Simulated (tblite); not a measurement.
AlF3 (SMILES [F][Al]([F])[F]), singlet, at a GFN2-xTB geometry (such geometries of metal compounds can be far from the true shape); GFN1-xTB (tblite).

The tblite input:
```
$ tblite run mol.xyz --method gfn1 --charge 0 --spin 0 --efield 0,0,0.1 --json tblite.json --no-restart

# file mol.xyz
4

Al     0.00000000    -0.00000000    -0.00000000
F     -0.02093275     1.63085400     0.03791596
F      1.42318261    -0.79710311    -0.02717492
F     -1.40224986    -0.83375089    -0.01074104
```

Question: Write the output that tblite gives for this input, abridged.

Answer: 
```
xTB calculator
 | screened Coulomb repulsion
 | Coulomb electrostatics
 |  * isotropic Klopman-Ohno-Mataga-Nishimoto electrostatics
 |  * onsite third-order electrostatics
 | DFT-D3(BJ) dispersion correction
 | Interactions (1)
 | [1] electric field

halogen bonding energy    0.0000000000000E+00 Eh
repulsion energy          2.8348945650525E-02 Eh
dispersion energy        -5.1403699601140E-04 Eh
interaction energy        0.0000000000000E+00 Eh
number of electrons       2.4000000000000E+01 e
integral cutoff           4.0000000000000E+01 bohr

------------------------------------------------------------
  cycle        total energy    energy error   density error
------------------------------------------------------------
      1     -16.56627642220  -1.6594111E+01   5.0623466E-01
      2     -16.88929366846  -3.2301725E-01   1.9039814E-01
      3     -16.88917800342   1.1566504E-04   8.0580278E-02
      4     -16.88662006061   2.5579428E-03   3.1527656E-02
      5     -16.89029533241  -3.6752718E-03   1.3338922E-03
      6     -16.89030129344  -5.9610289E-06   3.9164282E-04
      7     -16.89030167620  -3.8275997E-07   2.1709508E-04
      8     -16.89030184526  -1.6906627E-07   8.5878888E-06
------------------------------------------------------------

electronic energy        -1.6918136753918E+01 Eh
total energy             -1.6890301845264E+01 Eh

Post processing:
 | Mayer-Wiberg bond orders

[Info] JSON dump of results written to 'tblite.json'
```
